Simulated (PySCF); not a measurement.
Fill in the blanks.

Species: C3H2BrNO.
SMILES with atom numbers: `[Br:1][c:2]1[cH:3][o:4][cH:5][n:6]1` (hydrogens: H7 on C3; H8 on C5)

Geometry (PBE0-D3(BJ)/def2-SVP, Å), atoms numbered from 1 in this order:
```
atom  x, y, z in Å
Br1    2.402   -1.212    0.023
C2     0.715   -0.433    0.043
C3     0.413    0.895    0.057
O4    -0.938    0.987    0.067
C5    -1.376   -0.281    0.059
N6    -0.439   -1.170    0.045
H7     0.991    1.813    0.061
H8    -2.453   -0.437    0.066
```

```json
{"property": "point group", "level": "PBE0-D3(BJ)/def2-SVP", "value": "Cs"}
{"property": "rotational constants A, B, C", "level": "PBE0-D3(BJ)/def2-SVP", "value": "9.864, 1.315, 1.160 GHz"}
{"property": "dipole moment", "level": "wB97X-D/def2-SVPD", "value": "2.19 D"}
{"property": "HOMO energy", "level": "wB97X-D/def2-SVPD", "value": "-9.10 eV"}
{"property": "LUMO energy", "level": "wB97X-D/def2-SVPD", "value": "1.13 eV"}
{"property": "lowest singlet excitation", "level": "TDDFT wB97X-D/def2-SVPD", "value": "6.01 eV (206 nm, f = 0.000)"}
{"property": "strongest line among the 10 lowest singlet transitions", "level": "TDDFT wB97X-D/def2-SVPD", "value": "?"}
{"property": "lowest triplet excitation (Tamm–Dancoff)", "level": "TDA wB97X-D/def2-SVPD", "value": "4.17 eV"}
{"property": "static isotropic polarisability", "level": "wB97X-D/def2-SVPD", "value": "?"}
{"property": "vertical ionisation energy", "level": "ΔSCF wB97X-D/def2-SVPD", "value": "?"}
{"property": "electronic spatial extent ⟨r²⟩ about the centre of nuclear charge", "level": "wB97X-D/def2-SVPD", "value": "875 bohr²"}
{"property": "13C chemical shifts (computed TMS as zero) by class", "level": "GIAO PBE0/pcSseg-1", "value": "153.4 (C5), 142.6 (C3), 139.1 (C2) ppm"}
{"property": "1H chemical shifts (computed TMS as zero) by class", "level": "GIAO PBE0/pcSseg-1", "value": "7.64 (H7), 7.57 (H8) ppm"}
{"property": "isotropic shieldings of nuclei other than C and H, by class", "level": "GIAO PBE0/pcSseg-1", "value": "-38 (N6), -2 (O4), 2191 (Br1) ppm"}
{"property": "largest of the computed one-bond spin–spin couplings (means over like bonds)", "level": "B3LYP/pcJ-1 (pcSseg-1 on Br)", "value": "?"}
```

The electronic properties come from PySCF, for the isolated species, density fitting. Relativistic effects, spin–orbit coupling among them, are left out although an element past zinc is present. Atoms bound to Br lack the heavy atom's spin–orbit term in their shielding, so their NMR values are less reliable.

Question: What is the strongest line among the 10 lowest singlet transitions?

Answer: S8 at 7.74 eV (160 nm, f = 0.269).

Question: Give the vertical ionisation energy.

Answer: 9.41 eV.

Question: What is the static isotropic polarisability?

Answer: 62.8 au.

Question: The largest of the computed one-bond spin–spin couplings (means over like bonds)?

Answer: 13C–1H +246.3 (C5–H8), 13C–1H +227.3 (C3–H7), 13C–13C +91.8 (C2–C3), 17O–13C +34.3 (O4–C5), 17O–13C +25.2 (O4–C3), 15N–13C +4.4 (N6–C2), 15N–13C +1.2 (N6–C5) Hz.

The rotational constants make it an asymmetric top with κ = (2B − A − C)/(A − C) = -0.96, nearer the prolate limit (−1). The ΔSCF ionisation energy exceeds −ε(HOMO) by 0.31 eV with wB97X-D. The principal polarisabilities are 43.1, 61.9 and 83.3 au; their mean is the isotropic value. The dipole equals about 7.3 × 10⁻³⁰ C·m (1 D = 3.33564 × 10⁻³⁰ C·m). The vertical singlet–triplet gap S1 − T1 is 1.84 eV (TDDFT singlet less Tamm–Dancoff triplet; S1: HOMO→LUMO+1, weight 0.83; T1: HOMO→LUMO, weight 0.83).
